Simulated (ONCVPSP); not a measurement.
Configuration tests for oxygen (ONCV)

* Element: oxygen
* Generator: ONCVPSP 4.0.1
* Type: optimised norm-conserving Vanderbilt (ONCV)
* Functional: PBE
* Relativity: scalar-relativistic
* Frozen core: [He]
* Valence charge: 6
* Reference configuration: 2s2 2p3.5 (charge +0.5)
* Partial waves: 2s: rc 0.80 bohr, ncon 4, nbas 7, qcut 6.4 1/bohr, 3 projectors, debl 2.4 Ha; 2p: rc 1.30 bohr, ncon 5, nbas 8, qcut 10.2 1/bohr, 2 projectors, debl 3.1 Ha; d scattering state at 0.08 Ha: rc 1.40 bohr, ncon 4, nbas 8, qcut 7.7 1/bohr, 1 projector
* Local potential: polynomial inside 0.70 bohr (lpopt 5, dvloc0 3 Ha)
* Core correction: Teter function, fcfact 3.5, rcfact 1.35

Energies are relative to the spin-unpolarised reference configuration 2s2 2p3.5; without spin polarisation the order of configurations can differ from experiment.

```csv
valence configuration,charge,ΔE all-electron (eV),error AE − PS (meV)
2s2 2p4,0,-6.286,+1.9
2s2 2p3,+1,10.145,+3.1
2s2 2p2,+2,43.731,+63
2s2 2p1,+3,97.600,+327
```

Note: ghosts flagged at negative energy: s at -652.5 eV; no localised positive-energy state flagged. A true bound ghost makes a file unfit for plane-wave use.
